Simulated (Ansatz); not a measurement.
```xyz
4

F     0.158   -0.578    1.900
In   -0.062    0.034    0.084
F    -1.496    1.312   -0.077
I     1.401   -0.769   -1.907
```

Charge 0, multiplicity 1. In, I takes the def2 core potential.

List the PBE0/def2-TZVPP orbital energies in eV (Ansatz). (Best estimate.)

Ansatz gave: Occupied: -672.94, -672.94, -188.68, -134.62, -134.38, -134.36, -129.96, -86.49, -86.22, -86.15, -53.72, -53.64, -53.62, -53.42, -53.42, -31.64, -31.60, -23.18, -23.02, -22.96, -22.84, -22.66, -19.98, -13.28, -11.61, -11.30, -11.23, -10.90, -10.79, -10.06, -8.73, -8.60. Lowest empty: -3.15, -1.68, 0.34, 0.83, 1.81, 2.04, 2.47, 3.29.
